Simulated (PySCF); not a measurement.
SMILES c1cccc2c1sc1ccccc12 (C12H8S) (GFN2-xTB optimised geometry):

```
21

C      1.388     3.285     0.000
C     -0.004     3.285     0.000
C     -0.710     2.100     0.000
C     -0.021     0.890     0.000
C      1.384     0.908     0.000
C      2.093     2.098     0.000
S      2.079    -0.698     0.000
C      0.482    -1.415     0.000
C      0.203    -2.772     0.000
C     -1.119    -3.172     0.000
C     -2.146    -2.233     0.000
C     -1.867    -0.882     0.000
C     -0.543    -0.453     0.000
H      1.923     4.223     0.000
H     -0.536     4.225     0.000
H     -1.789     2.103     0.000
H      3.172     2.089     0.000
H      1.006    -3.493     0.000
H     -1.357    -4.225     0.000
H     -3.172    -2.568     0.000
H     -2.666    -0.156     0.000
```

Computed with PBE0/def2-SVP run with PySCF 2.14.0.

Task: What are the frontier orbital energies and the dipole moment?

Result: HOMO-2 -7.63 eV, HOMO-1 -6.58 eV, HOMO -6.25 eV, LUMO -1.08 eV, LUMO+1 -0.18 eV; dipole moment 0.75 D.

On the same geometry PySCF 2.14.0 with PBE/def2-SVP gives HOMO-2 -6.54 eV, HOMO-1 -5.66 eV, HOMO -5.29 eV, LUMO -1.83 eV, LUMO+1 -1.05 eV; dipole moment 0.59 D.

Meta-Löwdin charges at PBE0/def2-SVP: C1 -0.10, C2 -0.11, C3 -0.11, C4 -0.01, C5 -0.07, C6 -0.12, S7 0.17, C8 -0.07, C9 -0.12, C10 -0.10, C11 -0.11, C12 -0.11, C13 -0.01, H14 0.11, H15 0.11, H16 0.11, H17 0.11, H18 0.11, H19 0.11, H20 0.11, H21 0.11.
